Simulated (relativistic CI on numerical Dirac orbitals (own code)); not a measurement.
**Radial parameters of Ca XIV**

Calculated at this level of theory: Dirac-Coulomb-Breit CI, KLI orbitals optimised for each configuration, model QED, unscaled Slater integrals (own radial code, finite nucleus).

Slater integrals F^k, G^k are unscaled and averaged over j, outside the closed core 1s2; ζ comes from projecting the Hamiltonian with its Breit term on Σ l·s of the shell.

- 2s²2p³: F^2(2p,2p) = 320070, ζ(2p) = 22332 cm⁻¹; <r>(2p) = 0.2968, <r^2>(2p) = 0.1071 (bohr units).
- 2s2p⁴: F^2(2p,2p) = 318670, G^1(2s,2p) = 355210, ζ(2p) = 22047 cm⁻¹; <r>(2s) = 0.3398, <r^2>(2s) = 0.1355, <r>(2p) = 0.298, <r^2>(2p) = 0.108 (bohr units).
- 2p⁵: ζ(2p) = 21778 cm⁻¹; <r>(2p) = 0.2997, <r^2>(2p) = 0.1093 (bohr units).

Averages of the first 10 configurations, taken without configuration mixing, which lowers the lowest level and can move excited configurations by several eV; other configurations of the list can lie among them:

```json
{"Configuration": "2s²2p³", "Parity": "odd", "States": "20", "Average energy above the lowest level (eV)": "15.4"}
{"Configuration": "2s2p⁴", "Parity": "even", "States": "30", "Average energy above the lowest level (eV)": "85.6"}
{"Configuration": "2p⁵", "Parity": "odd", "States": "6", "Average energy above the lowest level (eV)": "169.5"}
{"Configuration": "2p⁴3s", "Parity": "even", "States": "30", "Average energy above the lowest level (eV)": "614.7"}
{"Configuration": "2p⁴3p", "Parity": "odd", "States": "90", "Average energy above the lowest level (eV)": "633.0"}
{"Configuration": "2s²2p²3s", "Parity": "even", "States": "30", "Average energy above the lowest level (eV)": "477.8"}
{"Configuration": "2p⁴3d", "Parity": "even", "States": "150", "Average energy above the lowest level (eV)": "654.6"}
{"Configuration": "2s²2p²3p", "Parity": "odd", "States": "90", "Average energy above the lowest level (eV)": "498.1"}
{"Configuration": "2s²2p²3d", "Parity": "even", "States": "150", "Average energy above the lowest level (eV)": "520.0"}
{"Configuration": "2s2p³3s", "Parity": "odd", "States": "80", "Average energy above the lowest level (eV)": "539.2"}
```
